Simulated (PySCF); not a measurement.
All values below come from PBE-D3(BJ)/def2-TZVP // PBE0-D3(BJ)/def2-TZVP in PySCF. All species are isolated molecules in the gas phase. Excitations are Tamm–Dancoff values on a coarser integration grid. The basis has no diffuse functions, so Rydberg states are missing or too high.

Reference species (SMILES): `C=[SiH2]` (neutral, multiplicity 1).

```json
{
 "brightest of the four lowest singlets (TDA)": "5.63 eV",
 "LUMO": "-2.07 eV",
 "T1 excitation (TDA)": "2.68 eV"
}
```

After one change: the brightest of the four lowest singlets (TDA) decreases by 0.32 eV; the LUMO falls by 0.17 eV; the T1 excitation (TDA) falls by 0.12 eV.

**Question.** Name the change that produced these shifts. The new species is one of these.
A. `[C-]#[N+][SiH]=C`
B. `C=[SiH]I`
C. `C=[SiH]CO` (C–Si–C–O torsion -4°, Si–C–O–H torsion -47°)
D. `C=[SiH][GeH3]`

**Answer.** D, `C=[SiH][GeH3]`
